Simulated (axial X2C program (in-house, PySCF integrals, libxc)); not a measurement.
## What spin–orbit coupling does to TiS

Calculated with an axial X2C code built on PySCF integrals. Spin-free means the one-electron spin-free X2C Hamiltonian; two-component (2c) means X2C with spin–orbit coupling and atomic mean-field two-electron Coulomb and Gaunt terms, so the difference of the two also holds small scalar two-electron terms. Basis: Ti dyall-cv3z [10s10p6d4f2g], S dyall-av3z [9s8p3d2f] (cores contracted in-house); Gaussian nuclei, density fitting, unrestricted open shells. Masses: Ti 47.948 u, S 31.972 u.

Spin-free state: M_S = 1, Λ = 2 (beyond evenly filled blocks: σα, δ+α); fragments Ti + S.

| level | Re (Å) | ωe (cm⁻¹) | De (eV) | μ (D) |
| --- | --- | --- | --- | --- |
| PBE0 | 2.069 | 585.5 | 4.910 | -5.66 |
| B97-3 | 2.085 | 569.1 | 4.582 | -5.66 |

Dipoles are positive if S is the positive end.

Two-component determinant lowest at the distance of the search:

Ω = 1 (⟨Sz⟩ = -1.00, ⟨Lz⟩ = 2.00 at PBE0); fragments Ti + S.

```
level  Re (Å)  ωe (cm⁻¹)  μ (D)
 PBE0   2.069      585.3  -5.66
B97-3   2.085      568.9  -5.66
```

Question: From the two tables, how do the constants change at the PBE0 level (2c against spin-free)?

Answer: At the PBE0 level Re is unchanged within 0.001 Å and ωe stays the same within 0.2 cm⁻¹.

One determinant describes the state; a PBE0 search over occupations chose it and may have missed a lower one. De is counted from the lowest determinant-based energies of the atoms at the same level, without counterpoise correction. De is not given where an atomic determinant may have missed its ground term or J level, or where the truncated virtual space spoils (T). Density functionals use the spin component along the axis (collinear). Without a current term, density functionals place determinants with orbital angular momentum somewhat too high. With several unpaired electrons one determinant need not be a pure state. The determinant is spin-polarised beyond a pure state at some levels (its spin-free form has ⟨S²⟩ too high), which makes Re and μ there less reliable.
